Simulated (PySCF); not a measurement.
**MBr cations for M along group 4**

PBE0 with triple-zeta basis sets in PySCF, for the lowest determinant that a PBE0 search found; no spin–orbit coupling. De refers to high-spin ground-configuration atoms (the charge goes to the atom of lower measured ionisation energy or higher electron affinity, which is not always the lowest computed limit). A positive dipole points towards Br; it is taken about the centre of mass and depends on that origin.

| M | basis | charged atom | state (unpaired electrons) | Re (Å) | ωe (cm⁻¹) | De (eV) | μ (D) |
| --- | --- | --- | --- | --- | --- | --- | --- |
| Ti | def2-TZVPPD | Ti+ | triplet (σ ↑, δ ↑) | 2.290 | 368 | n/a | -9.17 |
| Zr | def2-TZVPPD | Zr+ | triplet (σ ↑, δ ↑) | 2.377 | 334 | n/a | -7.03 |
| Hf | def2-TZVPPD | Hf+ | triplet (σ ↑, δ ↑) | 2.376 | 302 | n/a | -4.72 |

The shortest bond is that of TiBr⁺ (2.290 Å), the longest that of ZrBr⁺ (2.377 Å).

Down a group the atoms grow and get heavier, so bonds lengthen and wavenumbers fall; this series shows no clear exception.

De is left out where the level can put another filling of the metal’s s and d shells below the measured ground configuration, by anything from nothing to about 1 eV. These are scalar-relativistic numbers at best; spin–orbit coupling would shift them, the dissociation energy most. With d or f electrons several states lie close, and the lowest PBE0 determinant need not be the measured ground state.
